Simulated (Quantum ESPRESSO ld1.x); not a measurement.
Rh31+, configuration [Ne] 3s2 3p2 (the NIST ground configuration). Calculated with ld1.x of Quantum ESPRESSO 7.5: scalar-relativistic Kohn-Sham, LDA (Slater exchange, Perdew-Wang correlation), spin-polarised, spherical densities, point nucleus; open shells are filled with parallel spins first.

Unscreened Slater integrals over Kohn-Sham orbitals (hartree). They are taken over the spin-up orbitals.

integral     value
F0(3p,3p)   2.7022
F2(3p,3p)   1.3602
F0(3p,3s)   2.6531
G1(3p,3s)   1.7161
F0(3p,2p)   3.5747
F2(3p,2p)  0.90904
G0(3p,2p)  0.36295
G2(3p,2p)  0.39950
F0(3p,2s)   3.4658
G1(3p,2s)  0.28800
F0(3s,3s)   2.6138
F0(3s,2p)   3.4248
G1(3s,2p)  0.35440
F0(3s,2s)   3.3498
G0(3s,2s)  0.28224
F0(2p,2p)   7.4802
F2(2p,2p)   3.5549
F0(2p,2s)   6.8491
G1(2p,2s)   3.8889
F0(2s,2s)   6.4506

Derived for the open shells (J is the average intra-shell exchange parameter used in DFT+U). 3p: J = F2/5 = 0.2720 hartree.
